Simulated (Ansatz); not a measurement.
Reaction (ligand exchange at the Al–O bond): `C[CH2][AlH][O][SiH3]` + H₂S → `C[CH2][AlH][SH]` + silanol

Calculated with Ansatz (gas phase, PBE0-D4/def2-TZVP geometries, no zero-point term in ΔE). CCSD(T)/CBS is the MP2 limit (def2-TZVPP, def2-QZVPP) plus CCSD(T) − MP2 in def2-TZVPP, frozen cores. This one scheme is used for every species. DFT in def2-TZVPP. One conformer a species, not always the lowest.

`C[CH2][AlH][O][SiH3]`:

```xyz
14

C    -1.169    0.762    1.280
C    -1.267    1.317   -0.141
Al   -0.050    0.542   -1.455
O     1.010   -0.683   -0.978
Si    1.862   -1.819   -0.195
H    -1.880    1.241    1.959
H    -0.171    0.907    1.702
H    -1.366   -0.313    1.308
H    -1.106    2.404   -0.140
H    -2.289    1.199   -0.528
H     0.017    0.990   -2.972
H     1.349   -2.007    1.190
H     3.294   -1.421   -0.117
H     1.765   -3.118   -0.912
```

H₂S:

Cartesian coordinates in Å:
```
S 0.316 -0.096 -0.524
H -0.773 -0.658 0.020
H 0.457 0.754 0.504
```

`C[CH2][AlH][SH]`:

Z-matrix (Å, degrees):
```
C
C 1 1.526
H 1 1.094 2 111.7
H 1 1.094 2 112.1 3 120.1
H 1 1.094 2 111.7 3 -119.8
Al 2 1.956 1 117.1 3 59.9
H 2 1.098 1 110.3 3 -177.5
H 2 1.098 1 110.4 3 -62.7
S 6 2.188 2 120.5 1 0.6
H 6 1.584 2 124.0 1 -179.4
H 9 1.345 6 93.7 2 -0.0
```

`O[SiH3]`:

```xyz
6

O    -0.952    0.545    0.663
Si    0.364   -0.018   -0.153
H    -1.735   -0.005    0.683
H     0.857   -1.302    0.418
H     1.404    1.026   -0.017
H     0.061   -0.246   -1.594
```

| level | ΔE (eV) |
| --- | --- |
| r2SCAN0 | 0.41 |
| LC-ωPBE | 0.42 |

Problem. What does CCSD(T)/CBS give? (Estimate.)

Solution. The calculation gave: +0.44 eV. The listed levels differ from it by -0.03, -0.02 eV.

Largest T1 diagnostic among the species: 0.011.

Leaving LDA and LC-ωPBE aside and taking each functional with its dispersion term where it has one, the values, not all of them listed here, spread over 0.22 eV, from PBE-D4 to CAM-B3LYP-D4. In def2-TZVPP, CCSD(T) changes the Hartree–Fock value by −0.10 eV (the triples alone add −0.03 eV) and MP2 by −0.12 eV. From BLYP to BHLYP (50 % exact exchange), in def2-TZVPP and without D4, ΔE moves by +0.06 eV.
